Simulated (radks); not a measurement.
Values are calculated unless marked as measured or tabulated.
Spherical quantum dot in the effective-mass picture: electrons in a hard-walled sphere of radius 10.8, all in effective atomic units (hartree* = m*/eps^2 hartree, bohr* = eps/m* bohr), one dielectric constant everywhere. Level of theory: non-relativistic Kohn-Sham, LDA (Slater exchange, Perdew-Wang correlation), spin-polarised, spherical densities (a radial shooting solver with Libxc functionals). Levels are named by radial order and angular momentum (1s, 1p, 1d, 2s, ...), and open shells are averaged over m. Results are scaled to m* = 0.033 and eps = 16.5, for which hartree* = 3.298 meV and bohr* = 26.46 nm.

N = 14, configuration 1s2 1p6 1d(up 5, down 1). This is the lowest configuration that the search found (a dilute case). Occupied and some empty levels:

level,occupation,eigenvalue (meV),<r> (nm)
1s up,1,5.0955,209.8
1s down,1,5.1494,209.0
1p up,3,5.1536,212.3
1p down,3,5.2082,211.8
1d up,5,5.2640,215.4
1d down,1,5.3194,215.1
1f up,0,5.4222,218.6
1f down,0,5.4782,218.5
2s up,0,5.8194,134.7
2s down,0,5.8405,133.1
2p up,0,6.0114,154.2
2p down,0,6.0390,153.1

Energy (meV): total 37.6692, kinetic 7.1341, external 0, Hartree 37.350, exchange-correlation -6.8152.

Electron density:

r (nm),n(r) (e/nm^3)
15.7,1.480e-09
29.9,2.003e-09
44.1,3.036e-09
58.3,4.891e-09
72.5,8.080e-09
86.7,1.339e-08
101,2.200e-08
115,3.549e-08
129,5.585e-08
143,8.501e-08
158,1.243e-07
172,1.727e-07
186,2.247e-07
200,2.689e-07
214,2.882e-07
229,2.661e-07
243,1.991e-07
257,1.071e-07
271,2.976e-08
285,6.143e-11
